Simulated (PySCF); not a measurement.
PySCF input:

```python
from pyscf import gto, scf, dft

mol = gto.M(
    atom='''
    I    -1.85979164    0.09530544    0.01461599
    C    -0.00420179   -1.24815986    0.21982951
    I     1.86058508    0.07601455   -0.02380418
    H    -0.01684171   -1.59100025   -0.83200298
    ''',
    basis='def2-tzvpd',
    ecp='def2-tzvp',
    charge=-1,
    spin=0,
    verbose=4,
)

mf = dft.RKS(mol, xc='tpss').density_fit(auxbasis='def2-universal-jkfit')
mf.grids.level = 3
mf.conv_tol = 1e-9
mf.max_cycle = 100
mf.max_memory = 1500
mf.kernel()
if not mf.converged:
    mf = mf.newton()
    mf.kernel(mf.make_rdm1())
mf.analyze()
```

Task: Predict the final energy.

Result: -633.93306 Eh (TPSS/def2-TZVPD).

It need not be the lowest isomer of its formula. Whether it binds its extra electron was not tested at this geometry.
